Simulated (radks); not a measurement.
Task: C2+, configuration [He] 2s2 (the NIST ground configuration). All-electron calculation, scalar-relativistic Kohn-Sham, PBE, spin-polarised, spherical densities, point nucleus. Program: a radial shooting solver on a logarithmic mesh with Libxc functionals. Some entries of the table are withheld. Estimate them.

orbital  occ.  eigenvalue (hartree)  r(max) (bohr)  <r> (bohr)
1s          2             -11.33875            (1)      0.2701
2s          2              -1.48390          1.125       1.361
2p          0              -1.16735            (2)         (3)

Result: 
(1) 1s r(max) (bohr): 0.1739
(2) 2p r(max) (bohr): 1.024
(3) 2p <r> (bohr): 1.320
